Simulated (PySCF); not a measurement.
Species: C6H13O2P.
Structure used (GFN2-xTB), in Å, numbered top down from 1:
```xyz
22
C6H13O2P angstrom
C      2.5148    1.2925   -0.0896
O      2.0515    0.0198   -0.4663
C      0.8405   -0.3189    0.1426
C      0.4523   -1.7525   -0.2119
C     -1.0547   -1.8919   -0.0121
C     -1.7099   -0.7525   -0.7827
P     -0.6047    0.7012   -0.5135
C     -1.2898    1.6206    0.9238
O     -0.3650    1.5344   -1.6971
H      2.7422    1.3255    0.9847
H      1.7747    2.0642   -0.3249
H      3.4224    1.4729   -0.6614
H      0.9156   -0.1963    1.2377
H      1.0121   -2.4719    0.3864
H      0.7051   -1.9060   -1.2628
H     -1.2896   -1.8060    1.0513
H     -1.4049   -2.8646   -0.3598
H     -1.7072   -0.9485   -1.8571
H     -2.7352   -0.5581   -0.4693
H     -2.1925    2.1284    0.5894
H     -1.5219    0.9570    1.7512
H     -0.5660    2.3699    1.2400
```

NICS is the negative of the GIAO shielding at a point without a nucleus: at the ring centre (0) and 1 Å above and below it (1); zz is the component along the ring normal. Level: GIAO PBE0/pcSseg-1 (PySCF, non-relativistic, gas phase) on the GFN2-xTB geometry, one conformer.

Ring bond lengths (Å), with Mayer bond orders in brackets: C3–C4 1.527 (1.01), C4–C5 1.527 (1.02), C5–C6 1.524 (1.01), C6–P7 1.846 (0.91), P7–C3 1.887 (0.80).

**Question.** What do the NICS probes read (ppm)?

**Answer.** 
```csv
ring,type,NICS(0),"NICS(1), two faces","NICS(1)zz, two faces",rms pucker (Å),"centre to ring atoms, mean (Å)"
C3–C4–C5–C6–P7,5-membered ring with P; formal bonds all single,-5.1,-5.2 / -2.8,-3.6 / 0.7,0.20,1.38
```

**Question.** What do they say, and how far can they be read as aromaticity?

**Answer.** 
- C3–C4–C5–C6–P7: mean NICS(1)zz -1.4 ppm, near zero. C3, C4, C5, C6, P7 have four or more neighbours; no verdict on aromaticity is drawn. The two faces differ by 4.3 ppm, so no symmetry operation interchanges them.

**Question.** Give the inner angles of the rings and the Hirshfeld charges of the ring atoms.

**Answer.** 
- C3–C4–C5–C6–P7: C3 103.4° (0.000 e), C4 107.8° (-0.076 e), C5 106.9° (-0.068 e), C6 104.9° (-0.116 e), P7 94.8° (+0.425 e); sum 517.8° against 540° for a flat convex ring.

On an Arm Neoverse V1 with one thread, on a shared host, this took 48 s. This is the whole shielding run at PBE0/pcSseg-1, SCF included.
